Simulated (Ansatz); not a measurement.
Redistribution: C2H5ClSi + C2H11NSi2 → C2H7NSi + C2H9ClSi2

Gas-phase species: C2H5ClSi `C=C[SiH2]Cl`, singlet; C2H11NSi2 `CC[SiH](N)[SiH3]`, singlet; C2H7NSi `C=C[SiH2]N`, singlet; C2H9ClSi2 `CC[SiH]([SiH3])Cl`, singlet. The partners trade Cl for NH2; both sit on Si, so the bond types are kept.

Shapes, held fixed at every level: PBE0-D4/def2-TZVP. Flexible molecules stand in one conformer, not always the lowest. Programs: Ansatz 0.2.0. Electronic energies: no zero-point or thermal term.

| level | kind | ΔE (kJ/mol) | less CCSD(T)/CBS estimate |
| --- | --- | --- | --- |
| r2SCAN-D4/def2-TZVPP | meta-GGA | -8.2 | -0.9 |
| B3LYP-D4/def2-TZVPP | global hybrid | -8.1 | -0.8 |
| B2PLYP/def2-TZVPP | double hybrid | -7.2 | +0.1 |
| MP2/def2-TZVPP | perturbation theory | -7.3 | 0.0 |
| CCSD(T)/def2-TZVPP | coupled cluster or CI | -6.5 | +0.8 |
| CCSD/def2-TZVPP | coupled cluster or CI | -6.5 | +0.8 |
| CCSD(T)/CBS estimate | coupled cluster or CI | -7.3 | 0.0 |

The highest level, CCSD(T)/CBS estimate, gives ΔE = -7.3 kJ/mol; the levels span -8.2 to -6.5. The column of differences is taken from that level and isn't an error. No measured value is set beside it here. The CBS estimate extrapolates MP2 from def2-TZVPP and def2-QZVPP and adds CCSD(T) − MP2 in the triple-zeta set, cores frozen.
